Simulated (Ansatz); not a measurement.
Consider the substitution at a C–C bond: `CC(C)(N)O` + `[OH][Al]([F])[Cl]` → `C[O][Al]([F])[Cl]` + `CC(N)O`.

Gas-phase electronic energies from Ansatz, PBE0-D4/def2-TZVP geometries. CCSD(T)/CBS adds triple-zeta CCSD(T) − MP2 to the extrapolated MP2 energy (def2 sets, frozen cores). This one scheme is used for every species. DFT in def2-TZVPP. B3LYP here is the variant with VWN-RPA as its local correlation; programs differ in this. HSE06 is defined as in plane-wave codes. One conformer a species, not always the lowest.

`CC(C)(N)O`:

```xyz
14

C    -1.231   -0.155    0.474
C     0.164    0.273    0.019
C     0.679   -0.630   -1.092
N     1.138    0.288    1.088
O     0.118    1.622   -0.420
H    -1.217   -1.175    0.865
H    -1.586    0.515    1.260
H    -1.950   -0.128   -0.353
H     0.774   -1.664   -0.750
H    -0.008   -0.622   -1.942
H     1.655   -0.273   -1.418
H     1.271   -0.644    1.457
H     0.811    0.881    1.842
H    -0.619    1.710   -1.030
```

`[OH][Al]([F])[Cl]`:

Z-matrix (Å, degrees):
```
Al
O 1 1.675
Cl 1 2.076 2 122.8
F 1 1.634 2 118.3 3 180.0
H 2 0.956 1 123.4 3 -0.0
```

`C[O][Al]([F])[Cl]`:

Z-matrix (Å, degrees):
```
C
O 1 1.402
H 1 1.096 2 112.4
H 1 1.094 2 109.7 3 -120.6
H 1 1.094 2 109.7 3 120.6
Al 2 1.663 1 136.1 3 -0.2
Cl 6 2.077 2 121.9 1 -0.2
F 6 1.635 2 119.1 1 179.9
```

`CC(N)O`:

Z-matrix (Å, degrees):
```
C
C 1 1.510
H 1 1.090 2 110.4
H 1 1.090 2 110.2 3 121.1
H 1 1.093 2 109.7 3 -119.0
N 2 1.435 1 110.4 3 -179.5
O 2 1.426 1 106.0 3 55.8
H 2 1.098 1 109.8 3 -61.9
H 6 1.012 2 112.1 1 175.4
H 6 1.013 2 110.5 1 -63.8
H 7 0.961 2 108.3 1 -175.5
```

```
          level  ΔE (kcal/mol)  difference from CCSD(T)/CBS
        BLYP-D4           11.2                         -3.8
      r2SCAN-D4           13.8                         -1.2
       B3LYP-D4           11.5                         -3.5
     r2SCANh-D4           13.9                         -1.1
       HSE06-D4           13.2                         -1.8
       PBE-QIDH           14.3                         -0.7
           BLYP            9.4                         -5.6
         r2SCAN           13.6                         -1.4
           PBE0           12.6                         -2.4
        r2SCANh           13.7                         -1.3
      CAM-B3LYP           11.3                         -3.7
 MP2/def2-TZVPP           15.9                          0.9
CCSD/def2-TZVPP           13.9                         -1.1
  HF/def2-QZVPP            9.6                         -5.4
 MP2/def2-QZVPP           16.2                          1.2
  MP2/CBS(def2)           16.4                          1.4
    CCSD(T)/CBS           15.0                            0
```

Largest T1 diagnostic among the species: 0.011.

In def2-TZVPP, CCSD(T) changes the Hartree–Fock value by +4.8 kcal/mol (the triples alone add +0.6 kcal/mol) and MP2 by +6.2 kcal/mol. From BLYP to BHLYP (50 % exact exchange), in def2-TZVPP and without D4, ΔE moves by +1.6 kcal/mol. Leaving LDA and LC-ωPBE aside and taking each functional with its dispersion term where it has one, the values spread over 3.1 kcal/mol, from BLYP-D4 to PBE-QIDH. LDA lies +2.5 kcal/mol from PBE without D4.

CCSD(T)/CBS has its own doubt, a few kJ/mol and more with outer-core shells, so smaller differences from it don't rank the levels.
